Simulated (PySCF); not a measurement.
## As: excitation energy

As [Ar] 3d10 4s2 4p3 (4S) → As [Ar] 3d10 4s1 4p4 (4P), as a difference of total energies. Calculation: PySCF 2.14, in aug-cc-pVQZ-PP with ECP10MDF; scalar relativity through the core potential. Correlated levels: valence: 3s2 3p6 3d10 frozen. The calculations carry no spin-orbit coupling.

| method | excitation energy (eV) |
| --- | --- |
| UHF | 8.564 |
| MP2 (valence) | 8.668 |
| SCS-MP2 (valence) | 8.687 |
| CCSD (valence) | 8.152 |
| CCSD(T) (valence) | 7.880 |

Question: How much does correlation contribute at CCSD(T) (valence)?

Answer: 7.880 − (8.564) = -0.684 eV, measured against UHF.

The coupled-cluster amplitudes are large for the upper state (T1 above 0.03 or a double amplitude above 0.15), so a single reference is strained.
